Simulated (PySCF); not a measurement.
**Ag (silver, neutral) across methods**

[Kr] 4d9 5s1 5p1, one real determinant (an excited configuration). All numbers are calculated (PySCF 2.14, a scalar-relativistic core potential, in aug-cc-pwCVDZ-PP with ECP28MDF (6s6p5d3f, 70 functions)). The B2PLYP total includes its PT2 part (frozen core); its orbital energies are those of the SCF part.

| method | E (hartree) | mean ε 4d β (eV) | mean ε 5s α (eV) | mean ε 5p α (eV) | Σ⟨r²⟩ (bohr²) | ⟨S²⟩ |
| --- | --- | --- | --- | --- | --- | --- |
| UHF | -145.84565 | -18.727 | -10.107 | -5.233 | 57.05 | 3.753 |
| B2PLYP | -146.4785 | -15.468 | -8.780 | -3.905 | 56.68 | 3.751 |
| r2SCAN0 | -146.6657 | -13.699 | -8.293 | -3.476 | 55.48 | 3.752 |
| r2SCAN | -146.7002 | -11.744 | -7.461 | -2.813 | 55.55 | 3.752 |
| PBE0 | -146.6456 | -13.523 | -8.071 | -3.346 | 56.27 | 3.751 |
| MN15 | -146.3406 | -14.436 | -8.767 | -3.605 | 56.73 | 3.751 |
| PBE | -146.6566 | -11.537 | -7.204 | -2.629 | 56.77 | 3.751 |
| HSE06 | -146.6439 | -13.119 | -7.691 | -2.969 | 56.41 | 3.751 |

(1) Estimate the same row for LDA.

⟨L²⟩ = 8.06 against 12 for a pure F term, so this real determinant mixes terms. Energies and moments cover only the electrons outside the core potential.

Answers

(1) E (hartree) = -146.3706; mean ε 4d β (eV) = -11.683; mean ε 5s α (eV) = -7.455; mean ε 5p α (eV) = -2.680; Σ⟨r²⟩ (bohr²) = 56.43; ⟨S²⟩ = 3.751.
